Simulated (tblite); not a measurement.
Compound: C4H9FO3Si.
Atom-mapped SMILES: `[CH3:1][O:2][Si@@H:3]([OH:4])[CH2:5][O:6]/[CH:7]=[CH:8]/[F:9]` (hydrogens: H10, H11, H12 on C1; H13 on Si3; H14 on O4; H15, H16 on C5; H17 on C7; H18 on C8)

A start from a force field or distance geometry was refined with GFN2-xTB geometry optimisation, gas phase (tblite). Values at the start:

| coordinate | start |
| --- | --- |
| C1–O2 | 1.405 Å |
| C1–H10 | 1.105 Å |
| O2–Si3 | 1.662 Å |
| Si3–O4 | 1.671 Å |
| Si3–C5 | 1.891 Å |
| Si3–H13 | 1.479 Å |
| O4–H14 | 0.977 Å |
| C5–O6 | 1.428 Å |
| C5–H15 | 1.106 Å |
| C5–H16 | 1.092 Å |
| O6–C7 | 1.372 Å |
| C7=C8 | 1.332 Å |
| C7–H17 | 1.091 Å |
| C8–F9 | 1.345 Å |
| C8–H18 | 1.085 Å |
| C1–O2–Si3 | 119.4° |
| O2–Si3–O4 | 107.9° |
| O2–Si3–C5 | 113.2° |
| Si3–C5–O6 | 114.8° |
| O4–Si3–C5 | 112.2° |
| C5–O6–C7 | 117.0° |
| O6–C7–C8 | 129.7° |
| C7–C8–F9 | 121.6° |

Question: How do these coordinates change at the GFN2-xTB level?

Answer: 
```csv
coordinate,GFN2-xTB (Å or °),change
O2–Si3,1.612,-0.050
Si3–O4,1.626,-0.045
O6–C7,1.347,-0.025
O4–H14,0.954,-0.023
Si3–H13,1.464,-0.015
C1–H10,1.090,-0.015
C5–H15,1.092,-0.014
Si3–C5,1.902,+0.011
C7–H17,1.082,-0.009
C8–H18,1.077,-0.008
C8–F9,1.353,+0.008
C7=C8,1.325,-0.007
C1–O2,1.402,-0.003
C5–O6,1.425,-0.003
C5–H16,1.094,+0.002
Si3–C5–O6,104.6,-10.2
O2–Si3–C5,104.6,-8.6
C1–O2–Si3,127.8,+8.4
C7–C8–F9,119.3,-2.3
O6–C7–C8,127.8,-1.9
O4–Si3–C5,110.9,-1.3
O2–Si3–O4,109.2,+1.3
C5–O6–C7,117.5,+0.5
```

The energy falls by 36.9 kJ/mol over 243 L-BFGS steps, the largest force on an atom goes from 1.54 to 0.007 eV/Å, and the atoms move by 0.962 Å rms after alignment. The bond that changes most is O2–Si3 (silyl ether oxygen to oxygen-bound silicon), which shortens by 0.050 Å. Bonds longer at the end by more than 0.005 Å: 2 of 17; shorter: 12. Among the dihedrals that turn most is C5–Si3–O4–H14, from -58° to 48°. Rotational constants go from 3805, 462.0, 442.6 to 4040, 476.8, 440.2 MHz.

On Arm Neoverse V1, one thread, shared host, this took 2.1 s wall.

Its GFN2-xTB frequencies are all real (lowest 43 cm⁻¹). The numbers are those of one conformer. 3 starts were optimised and ended at 0.00, 2.05 and 5.36 kcal/mol (GFN2-xTB); the lowest of these is shown.

All values are computed, not measured.
